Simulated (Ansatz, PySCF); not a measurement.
This Ansatz (a program for electronic structure) input computes a B3LYP/def2-TZVPD energy:

Ansatz 0.2 input:
```yaml
crystal:
  periodic: [false, false, false]
  atoms:
    - {symbol: Si, position_ang: [0.12759042, -0.02251275, -0.08766497]}
    - {symbol: F, position_ang: [0.35522030, -0.78414347, 1.35497197]}
    - {symbol: N, position_ang: [1.47561772, -0.22154179, -0.99559541]}
    - {symbol: N, position_ang: [-0.35561418, 1.63419892, 0.29063995]}
    - {symbol: N, position_ang: [-1.47845352, -0.68158442, -0.50278211]}
    - {symbol: H, position_ang: [1.42903357, 0.11842324, -1.95042284]}
    - {symbol: H, position_ang: [0.42887649, 2.25229716, 0.44389290]}
    - {symbol: H, position_ang: [-1.02782743, 1.74635092, 1.04001957]}
    - {symbol: H, position_ang: [-1.42852723, -1.66445697, -0.74671523]}
    - {symbol: H, position_ang: [-1.87565425, -0.19765360, -1.30004933]}
basis:
  gaussian:
    orbitals: def2-TZVPD
hamiltonian:
  xc: {name: B3LYP}
total_charge: -1
output: {forces: true}
```

Question: Write an input for the same energy in PySCF and say what it gives.

Answer: 
```python
from pyscf import gto, scf, dft

mol = gto.M(
    atom='''
    Si    0.12759042   -0.02251275   -0.08766497
    F     0.35522030   -0.78414347    1.35497197
    N     1.47561772   -0.22154179   -0.99559541
    N    -0.35561418    1.63419892    0.29063995
    N    -1.47845352   -0.68158442   -0.50278211
    H     1.42903357    0.11842324   -1.95042284
    H     0.42887649    2.25229716    0.44389290
    H    -1.02782743    1.74635092    1.04001957
    H    -1.42852723   -1.66445697   -0.74671523
    H    -1.87565425   -0.19765360   -1.30004933
    ''',
    basis='def2-tzvpd',
    charge=-1,
    spin=0,
    verbose=4,
)

mf = dft.RKS(mol, xc='b3lyp').density_fit(auxbasis='def2-universal-jkfit')
mf.grids.level = 3
mf.conv_tol = 1e-9
mf.max_cycle = 100
mf.max_memory = 1500
mf.kernel()
if not mf.converged:
    mf = mf.newton()
    mf.kernel(mf.make_rdm1())
mf.analyze()
```
It gives -556.93186 Eh, and Ansatz -556.93179 Eh, a difference of 0.07 mEh, from the treatment of integrals and grids.

It need not be the lowest isomer of its formula. Whether it binds its extra electron was not tested at this geometry.
